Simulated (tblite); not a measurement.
Species: C6H8NSe (doublet state).
Atom-mapped SMILES: `[CH2:1][CH2:2][C@@H:3]1[CH2:4][Se:5][C@H:6]1[C:7]#[N:8]` (hydrogens: H9, H10 on C1; H11, H12 on C2; H13 on C3; H14, H15 on C4; H16 on C6)
Bond orders are those of one Lewis drawing.

Computed with GFN2-xTB (tblite), gas phase: L-BFGS steps from a force-field or distance-geometry start until the largest atomic force falls under 0.01 eV/Å.

Step 4: E = -622.2095 eV
```
atom  x, y, z in Å  |  force x, y, z in eV/Å
C1      1.7742   -0.7733    0.4489    0.143  -0.137  -0.042
C2      1.1981   -0.0727   -0.6990   -0.266   0.131   0.072
C3     -0.2010    0.4763   -0.4269   -0.107   0.139   0.009
C4     -0.3773    1.5888    0.6036   -0.120   0.106  -0.171
Se5    -2.3384    1.2150    0.6347    0.090  -0.031   0.521
C6     -1.2094   -0.4380    0.2764   -0.180   0.362  -0.124
C7     -1.8548   -1.4420   -0.4601   -0.410  -0.588  -0.495
N8     -2.4197   -2.2062   -1.1043    0.177   0.094   0.150
H9      1.2425   -1.5996    0.8731   -0.012  -0.097   0.124
H10     2.8239   -0.7116    0.6150    0.269   0.016   0.197
H11     1.8135    0.7743   -1.0026    0.174  -0.090  -0.110
H12     1.0873   -0.7690   -1.5472    0.098   0.076  -0.050
H13    -0.6305    0.8266   -1.3793    0.065  -0.148   0.125
H14    -0.1065    2.5984    0.3262    0.102   0.132  -0.031
H15     0.0254    1.2893    1.5759    0.086   0.253  -0.113
H16    -0.8350   -0.7474    1.2544   -0.109  -0.219  -0.062
```

Step 5: E = -622.2558 eV
```
atom  x, y, z in Å  |  force x, y, z in eV/Å
C1      1.7845   -0.7841    0.4453    0.010  -0.083  -0.059
C2      1.1959   -0.0709   -0.6933   -0.021   0.105   0.041
C3     -0.2036    0.4787   -0.4176   -0.082   0.130  -0.094
C4     -0.3882    1.6017    0.5947    0.101   0.216   0.039
Se5    -2.3486    1.2229    0.6756    0.244  -0.128   0.293
C6     -1.2228   -0.4286    0.2651   -0.308  -0.124  -0.007
C7     -1.8588   -1.4623   -0.4639   -0.391  -0.177  -0.522
N8     -2.4263   -2.2203   -1.1157    0.319   0.196   0.328
H9      1.2433   -1.6024    0.8792    0.060  -0.030   0.087
H10     2.8321   -0.7099    0.6247    0.210  -0.001   0.164
H11     1.8239    0.7681   -1.0132    0.022  -0.137   0.037
H12     1.0952   -0.7617   -1.5494    0.005   0.063   0.012
H13    -0.6249    0.8150   -1.3638   -0.074   0.024  -0.259
H14    -0.0946    2.6157    0.3250   -0.065  -0.112  -0.055
H15     0.0298    1.3036    1.5606    0.072   0.248  -0.030
H16    -0.8446   -0.7567    1.2352   -0.102  -0.191   0.025
```

**Question.** Estimate the geometry and energy of step 6. (The exact step hangs on the optimiser's Hessian estimate; all steps are aligned on step 5, rigid shifts and turns removed.)

**Answer.** E = -622.2722 eV, largest force 0.403 eV/Å
```
atom  x, y, z in Å  |  force x, y, z in eV/Å
C1      1.7893   -0.7893    0.4433    0.006  -0.049  -0.051
C2      1.1942   -0.0689   -0.6907    0.067   0.030   0.045
C3     -0.2062    0.4817   -0.4154   -0.085   0.072  -0.102
C4     -0.3909    1.6087    0.5919    0.127   0.141   0.081
Se5    -2.3482    1.2236    0.6953    0.237  -0.127   0.216
C6     -1.2318   -0.4262    0.2615   -0.240  -0.215   0.011
C7     -1.8632   -1.4678   -0.4699   -0.212   0.172  -0.297
N8     -2.4272   -2.2273   -1.1186    0.189   0.006   0.171
H9      1.2445   -1.6040    0.8829    0.093   0.008   0.062
H10     2.8380   -0.7093    0.6309    0.097  -0.008   0.126
H11     1.8283    0.7639   -1.0165   -0.019  -0.109   0.083
H12     1.0981   -0.7578   -1.5499   -0.036   0.058   0.038
H13    -0.6240    0.8112   -1.3625   -0.106   0.077  -0.331
H14    -0.0912    2.6209    0.3234   -0.102  -0.102  -0.087
H15     0.0327    1.3129    1.5547    0.092   0.227   0.020
H16    -0.8500   -0.7633    1.2283   -0.107  -0.182   0.017
```

The energy changes by -0.0164 eV. The first-order estimate −F·Δx gives -0.0206 eV and the mean of the old and new forces, exact on a quadratic surface, -0.0164 eV. The step makes an angle of 61° with the force vector and moves no atom by more than 0.020 Å.

What follows is the cost of the whole relaxation. The run took 0.53 s on one thread of an Arm Neoverse V2 (shared host).
